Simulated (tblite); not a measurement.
Species: C4H5F3O.
Structure used (GFN2-xTB), in Å, numbered top down from 1:
```
atom  x, y, z in Å
F1     2.236    0.742    1.669
C2     2.104   -0.292    0.780
O3     0.792   -0.442    0.397
C4     0.276    0.536   -0.402
C5    -1.007    0.586   -0.733
C6    -2.010   -0.416   -0.261
F7    -2.410   -1.223   -1.283
F8    -3.138    0.199    0.177
H9     2.405   -1.209    1.297
H10    2.776   -0.060   -0.062
H11    0.979    1.280   -0.759
H12   -1.377    1.360   -1.383
H13   -1.631   -1.059    0.546
```

Computed with GFN2-xTB (tblite): harmonic, unscaled wavenumbers at the GFN2-xTB geometry, gas phase. Against measured fundamentals such values can be off by several per cent, at times by over 20. One conformer, not necessarily the lowest.

Harmonic wavenumbers (cm⁻¹): 29.3, 38.6, 99.5, 130.9, 246.0, 309.5, 409.2, 473.6, 512.2, 560.6, 686.6, 787.0, 881.0, 935.1, 983.1, 999.4, 1038.1, 1084.1, 1107.3, 1136.9, 1197.8, 1241.7, 1253.3, 1275.9, 1317.4, 1345.0, 1421.1, 1712.2, 2877.0, 2911.6, 2966.3, 3040.0, 3132.7.

A = 5138, B = 820.6, C = 784.1 MHz; mass 126.029 u (most abundant isotopes); point group C1, symmetry number 1.

Zero-point energy?

Half the sum of the wavenumbers: 19070 cm⁻¹ = 54.52 kcal/mol.

What is S at 400 K and 1 bar for an ideal gas of classical rigid rotors and harmonic oscillators?

Translation 41.89, rotation 29.84, vibration 32.45: S = 104.2 cal/(mol K).

And Cp and H(400 K) − H(0)?

Cp = 36.87 cal/(mol K), of which vibrations give 28.92 (their classical limit is 33 R = 65.6); H(400 K) − H(0) = 9.27 kcal/mol without the zero-point energy, 6.09 from vibrations.

Which modes carry the vibrational entropy at 400 K?

29.3 cm⁻¹: 6.46; 38.6 cm⁻¹: 5.91; 99.5 cm⁻¹: 4.04; 130.9 cm⁻¹: 3.50; 246.0 cm⁻¹: 2.29; 309.5 cm⁻¹: 1.87 cal/(mol K); the other 27 give 8.37 together.

Blend soft modes into free rotors: weight 1/[1 + (100 cm⁻¹/ν̃)⁴] for the oscillator and the rest for a rotor with moment μB/(μ + B), μ = h/(8π²ν), B = 10⁻⁴⁴ kg m². What vibrational entropy results?

27.99 cal/(mol K) in place of 32.45, which changes −T·S at 400 K by +1.78 kcal/mol.

What must be added to the electronic energy to get the Gibbs energy at 400 K and 1 bar?

ZPE + [H(400 K) − H(0)] − T·S = 54.52 + 9.27 − 41.67 = 22.12 kcal/mol.

Hindered rotation and anharmonicity are outside this model. Other conformers, if any are populated, would add a mixing term that is left out. The structure is chiral; the term R ln 2 for an equal mix with its mirror image is left out.
